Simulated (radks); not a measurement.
Initial-state core-level shifts of the gadolinium ion Gd3+ when its valence configuration changes from [Xe] 4f7. Calculated with a radial shooting solver on a logarithmic mesh with Libxc functionals: Dirac Kohn-Sham, PBEsol, spin-unpolarised, spherical densities, finite nucleus; open shells are shared between the two j in proportion to 2j + 1; Fermi nuclear charge, rms radius 5.1569 fm. Shifts are changes of the shell-averaged eigenvalues in eV (positive: less bound); the change of the density at the nucleus, which sets a Mossbauer isomer shift, is in e/bohr^3, on a base of 6.276e+05.

| valence | 1s | 2p | 4d | 5p | density at nucleus |
|---|---|---|---|---|---|
| 4f6 5d1 | -7.744 | -8.307 | -8.237 | -3.236 | +34.38 |
| 4f6 6s1 | -10.978 | -11.696 | -11.509 | -6.053 | +102.05 |
| 4f6 5d0.5 6p0.5 | -9.920 | -10.553 | -10.429 | -5.176 | +38.59 |
| 4f5 5d0.5 6s1 6p0.5 | -21.986 | -23.460 | -22.873 | -11.351 | +152.20 |
| 4f5.5 5d0.5 6s1 | -15.240 | -16.282 | -15.967 | -7.719 | +123.31 |
| 4f5.5 5d1 6s0.5 | -13.562 | -14.522 | -14.275 | -6.285 | +87.59 |
| 4f6.5 5d0.5 | -3.765 | -4.035 | -4.024 | -1.613 | +16.54 |
| 4f4 5d0.5 6s2 6p0.5 | -35.144 | -37.586 | -36.186 | -17.661 | +286.62 |
| 4f5 5d2 | -16.272 | -17.494 | -17.134 | -6.472 | +73.67 |
